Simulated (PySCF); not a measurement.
## C₆ coefficients of unlike pairs at PBE

Calculated with PySCF 2.14 from the dipole response of each species, C₆(A,B) = (3/π) ∫ α_A(iu) α_B(iu) du, in atomic units, from isotropic polarisabilities. For ions this is the dispersion term alone; charge-induced terms of lower order in 1/R come first.

| species | configuration | basis | relativity | α (bohr³) | C₆ (like pair) |
| --- | --- | --- | --- | --- | --- |
| Bi | [Xe] 4f14 5d10 6s2 6p3 (4S) | aug-cc-pVQZ-PP with one added diffuse shell each of s, p, d, f, g type with ECP60MDF (8s8p6d4f3g) | core potential | 55.70 | 672.3 |
| Te⁺ | [Kr] 4d10 5s2 5p3 (4S) | x2c-TZVPPall with one added diffuse shell each of s, p, d, f type (9s7p5d3f) | spin-free X2C | 22.42 | 191.3 |
| Br | [Ar] 3d10 4s2 4p5 (2P) | aug-cc-pVDZ-DK (6s5p3d) | spin-free X2C | 19.69 | 158.3 |
| Kr²⁺ | [Ar] 3d10 4s2 4p4 (3P) | def2-TZVPPD (7s6p5d1f) | none | 7.589 | 36.95 |

(1) Estimate C₆ for Kr²⁺ with Br.

No spin-orbit coupling is included, so Bi, close to jj coupling, stand for model states.

The other pairs:

```tsv
pair	C₆
Kr²⁺, Bi	143.7
Br, Te⁺	173.6
Te⁺, Bi	349.9
Kr²⁺, Te⁺	82.08
Br, Bi	316.0
```

Results:

(1) The integral gives 74.92. The combination rule 2 C_A C_B / (C_A α_B/α_A + C_B α_A/α_B) gives 74.57 and the geometric mean 76.48.
